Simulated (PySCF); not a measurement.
# Calculated NMR parameters of C#Cc1pcc(C)c(C)p1

```
Formula                               : C8H8P2
SMILES                                : C#Cc1pcc(C)c(C)p1
InChI                                 : InChI=1S/C8H8P2/c1-4-8-9-5-6(2)7(3)10-8/h1,5H,2-3H3
Point group of the computed structure : Cs
Carbon signals                        : 8
Proton signals                        : 4
```

Atoms are numbered as in `[CH:1]#[C:2][c:3]1[p:4][cH:5][c:6]([CH3:7])[c:8]([CH3:9])[p:10]1`; H(Xn) means a hydrogen on atom n.

Level of theory: shielding tensors at PBE0/pcSseg-1 (GIAO), geometry: PBE0-D3(BJ)/def2-SVP, in PySCF (one averaged value for each set of equivalent atoms, single conformer, non-relativistic, isolated molecule).

δ = σ(ref) − σ, references computed at the same level: ¹H (31.27 ppm) and ¹³C (184.41 ppm) vs TMS; ³¹P (310.13 ppm) vs H3PO4.

```tsv
carbon	δC, type	δH (multiplicity)	HMBC from (2–3 bonds)	span of the C tensor (ppm)
C1	108.9, CH	4.87 (s)	–	107
C2	87.9, C	–	H(C1)	309
C3	190.1, C	–	H(C5), H(C1)	400
C5	164.5, CH	8.84 (m)	H(C7)	279
C6	145.7, C	–	H(C5), H(C9), H(C7)	239
C7	27.4, CH3	2.51 (s)	H(C5)	43
C8	175.4, C	–	H(C5), H(C9), H(C7)	323
C9	26.9, CH3	2.69 (m)	–	26
```

Other nuclei:
| atoms | nucleus | environment | δ (ppm) | σ (ppm) |
| --- | --- | --- | --- | --- |
| P10 | ³¹P | phosphorus bonded to 2 C, in a 6-membered ring | 295.2 | 14.9 |
| P4 | ³¹P | phosphorus bonded to 2 C, in a 6-membered ring | 284.1 | 26.0 |

δC 190.1, 175.4, 145.7: substituted aromatic carbon. δC 164.5: aromatic CH. δC 108.9: terminal alkyne carbon. δC 87.9: alkyne carbon; sp carbons lie upfield of alkene carbons because the cylindrical π system leaves one tensor component strongly shielded. δH 8.84: hydrogen on an aromatic CH; it sits in the deshielding region of the aromatic ring current.

Splittings by ³¹P in the carbon and heteronuclear signals aren't shown, as no couplings were computed. Shifts are as computed. Against solution values, carbons near 30 ppm lie about +2 ppm off and those near 130 ppm about +5 ppm. Of 1309 compounds with measured shifts, 239 miss one by over three times the rms of a fit or turn the order of signals round; such compounds aren't used in these exercises. Experimental scales use liquid or dissolved standards, which lie at an offset from isolated H3PO4. Multiplicities follow the n + 1 count of equivalent neighbours, as no J values were calculated; m marks all less simple cases, F and P coupling included.
